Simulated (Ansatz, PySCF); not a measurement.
Potential energy curve for SeMg, lowest singlet found (which spin is the ground state isn't settled by this scan).

- UKS-LDA (SVWN5)/6-31G* = unrestricted LDA (SVWN5)/6-31G*, spherical d run with PySCF 2.14.0
- RCCSDT(Q) = Ansatz (a first-principles code) with CCSDT(Q) on RHF/cc-pVDZ, cores with 3d frozen
- UKS-PBE = unrestricted PBE/cc-pVDZ in Ansatz

Total energies in hartree (comparable only within one method and basis):

```tsv
R / Å	UKS-LDA (SVWN5)/6-31G*	RCCSDT(Q)	UKS-PBE
1.88	-2596.90821	-2599.50856	-2601.05168
2.06	-2596.95186	-2599.56007	-2601.09920
2.16	-2596.96112	-2599.57248	-2601.11012
2.25	-2596.96361	-2599.57725	-2601.11386
2.36	-2596.96157	-2599.57739	-2601.11342
2.46	-2596.95693	-2599.57387	-2601.11013
2.58	-2596.94944	-2599.56680	-2601.10402
2.62	-2596.94667	-2599.56399	-2601.10172
```

The scan ran from 1.88 to 8.82 Å; beyond the distances shown full CI changes its symmetry label. The unrestricted determinant behind UKS-LDA (SVWN5)/6-31G* is spin-contaminated at 2.36 to 2.62 Å (<S²> up to 0.5, against 0.00 for a pure singlet). The unrestricted determinant behind UKS-PBE is spin-contaminated at 2.36 to 2.62 Å (<S²> up to 0.6, against 0.00 for a pure singlet).
